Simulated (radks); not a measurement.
Question: Neutral ytterbium: order these configurations by energy. All-electron calculation, scalar-relativistic Kohn-Sham, PBE, spin-polarised, spherical densities, finite nucleus; Fermi nuclear charge, rms radius of each element as measured or else 0.836 A^(1/3) + 0.57 fm. Program: a radial shooting solver on a logarithmic mesh with Libxc functionals. Open shells are filled with parallel spins first. [Xe] 4f13 5d1 6s2; [Xe] 4f13 6s2 6p1; [Xe] 4f14 5d1 6s1; [Xe] 4f14 6s1 6p1; [Xe] 4f14 6s2.

Answer: From the lowest, in eV above it: [Xe] 4f14 6s2 0.000; [Xe] 4f14 6s1 6p1 2.430; [Xe] 4f14 5d1 6s1 2.773; [Xe] 4f13 5d1 6s2 4.682; [Xe] 4f13 6s2 6p1 5.767.
